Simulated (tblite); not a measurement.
Species: C5H12Si.
Z-matrix (Å and degrees, GFN2-xTB geometry), rows numbered from 1:
```
C 
C   1  1.3213
C   2  1.4870  1  124.82
Si  3  1.9154  2  111.48  1   108.32
C   4  1.9035  3  109.74  2   -58.12
C   5  1.5256  4  113.24  3   -61.31
H   1  1.0784  2  121.68  3     1.80
H   1  1.0768  2  122.23  3  -178.82
H   2  1.0830  1  119.88  3   178.37
H   3  1.0906  2  109.94  1   -13.86
H   3  1.0908  2  109.55  1  -131.70
H   4  1.4689  3  109.49  2    61.99
H   4  1.4696  3  108.37  2  -178.60
H   5  1.0912  4  109.50  3   176.93
H   5  1.0919  4  109.66  3    60.49
H   6  1.0881  5  110.71  4   -58.34
H   6  1.0873  5  110.61  4    61.83
H   6  1.0890  5  110.90  4  -178.37
```

Computed values, GFN2-xTB/tblite, gas phase, harmonic and unscaled. The method is semi-empirical: single wavenumbers can be off by several per cent or more. Modes of hydrogen on silicon can be 10 to 20 % off. One conformer, not necessarily the lowest.

Harmonic wavenumbers (cm⁻¹): 34.5, 72.6, 79.8, 152.9, 220.6, 240.6, 287.9, 407.2, 477.4, 579.1, 589.5, 653.9, 690.0, 735.6, 767.0, 786.5, 812.6, 881.2, 955.6, 981.1, 1021.4, 1021.8, 1056.5, 1077.4, 1181.3, 1210.6, 1243.6, 1293.7, 1298.6, 1415.1, 1417.5, 1468.9, 1483.5, 1508.9, 1515.2, 1709.7, 2208.1, 2218.5, 2967.2, 2973.0, 2982.0, 2986.4, 3012.8, 3026.8, 3038.1, 3045.9, 3092.3, 3119.6.

A = 3444, B = 1900, C = 1428 MHz; mass 100.071 u (most abundant isotopes); point group C1, symmetry number 1.

Q: What is the zero-point energy?

A: Half the sum of the wavenumbers: 33000 cm⁻¹ = 394.77 kJ/mol.

Q: What is S at 350 K and 1 bar for an ideal gas of classical rigid rotors and harmonic oscillators?

A: Translation 169.63, rotation 118.87, vibration 130.56: S = 419.1 J/(mol K).

Q: And Cp and H(350 K) − H(0)?

A: Cp = 164.86 J/(mol K), of which vibrations give 131.61 (their classical limit is 48 R = 399.1); H(350 K) − H(0) = 34.70 kJ/mol without the zero-point energy, 23.06 from vibrations.

Q: How do the functions run with temperature in this model?

A: 
| T (K) | S (J/(mol K)) | Cp (J/(mol K)) | H − H(0) (kJ/mol) | G − H(0) (kJ/mol) | ln q(vib) |
| --- | --- | --- | --- | --- | --- |
| 50 | 239.8 | 55.4 | 2.17 | -9.82 | 0.72 |
| 100 | 283.9 | 73.3 | 5.40 | -22.99 | 1.97 |
| 298.15 | 394.3 | 144.8 | 26.67 | -90.88 | 6.60 |
| 373.15 | 429.9 | 173.5 | 38.62 | -121.80 | 8.30 |
| 500 | 486.8 | 215.9 | 63.41 | -179.98 | 11.17 |
| 750 | 586.7 | 276.7 | 125.52 | -314.50 | 16.69 |
| 1000 | 672.3 | 317.8 | 200.16 | -472.14 | 21.89 |

q(vib) and H(0) count from the zero-point level.

Q: Which modes carry the vibrational entropy at 350 K?

A: 34.5 cm⁻¹: 24.56; 72.6 cm⁻¹: 18.40; 79.8 cm⁻¹: 17.62; 152.9 cm⁻¹: 12.31; 220.6 cm⁻¹: 9.41; 240.6 cm⁻¹: 8.74 J/(mol K); the other 42 give 39.53 together.

Q: What must be added to the electronic energy to get the Gibbs energy at 350 K and 1 bar?

A: ZPE + [H(350 K) − H(0)] − T·S = 394.77 + 34.70 − 146.67 = 282.80 kJ/mol.

Hindered rotation and anharmonicity are outside this model. Other conformers, if any are populated, would add a mixing term that is left out. The structure is chiral; the term R ln 2 for an equal mix with its mirror image is left out.

The run took 0.58 s on Arm Neoverse V1, one thread, shared host with 32 logical CPUs at a one-minute load of 13. This covers the Hessian and the dipole derivatives.
